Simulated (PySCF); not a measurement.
[NiCl4]2- (charge -2 and singlet state).
Bonds: Ni1–Cl2, Ni1–Cl3, Ni1–Cl4, Ni1–Cl5.
The ion is multiply charged and has no counter-ions or solvent; whether it holds all its electrons wasn't checked.

Method: PySCF 2.14.0, PBE0-D3(BJ)/def2-SVP geometry optimisation, gas phase; density fitting, grid level 1; the optimiser is geomeTRIC in internal coordinates, started from a GFN2-xTB structure.

Step 1: E = -91094.3132 eV
```
atom  x, y, z in Å  |  force x, y, z in eV/Å
Ni1     0.0009   -0.0002    0.0010   -0.007   0.000  -0.006
Cl2     0.5777    1.0731    1.8506    0.145   0.247   0.443
Cl3     1.9506   -1.0511   -0.0180    0.484  -0.219   0.023
Cl4    -1.9194    1.1033   -0.0271   -0.478   0.239  -0.025
Cl5    -0.6098   -1.1251   -1.8065   -0.144  -0.267  -0.435
```

Step 2: E = -91094.3460 eV
```
atom  x, y, z in Å  |  force x, y, z in eV/Å
Ni1    -0.0061   -0.0002   -0.0041    0.057   0.000   0.043
Cl2     0.6310    1.0650    1.8794   -0.156   0.158   0.103
Cl3     1.9946   -1.0423    0.0235    0.054  -0.126  -0.149
Cl4    -1.9689    1.1116   -0.0539   -0.054   0.078   0.079
Cl5    -0.6505   -1.1341   -1.8449    0.100  -0.110  -0.075
```

**Question.** Estimate the geometry and energy of step 3. (The exact step hangs on the optimiser's Hessian estimate; all steps are aligned on step 2, rigid shifts and turns removed.)

**Answer.** E = -91094.2644 eV, largest force 0.523 eV/Å
```
atom  x, y, z in Å  |  force x, y, z in eV/Å
Ni1     0.0159    0.0003    0.0121   -0.143  -0.008  -0.107
Cl2     0.5167    1.1710    1.9355    0.224  -0.362  -0.298
Cl3     2.0122   -1.1493   -0.1027   -0.143   0.364   0.348
Cl4    -1.9702    1.1729    0.0242    0.166  -0.296  -0.219
Cl5    -0.5746   -1.1949   -1.8692   -0.104   0.302   0.277
```

The energy changes by +0.0816 eV. The first-order estimate −F·Δx gives -0.1027 eV and the mean of the old and new forces, exact on a quadratic surface, +0.0683 eV. The step makes an angle of 15° with the force vector and moves no atom by more than 0.166 Å. The energy falls at the start of this step and ends higher, so the step passed the lowest point of its straight line.

What follows is the cost of the whole optimisation. Hardware: one thread, x86-64 server, no GPU (shared host). Cost: 2.1 min of wall time.
The closed-shell solution of the metal species wasn't tested for stability.
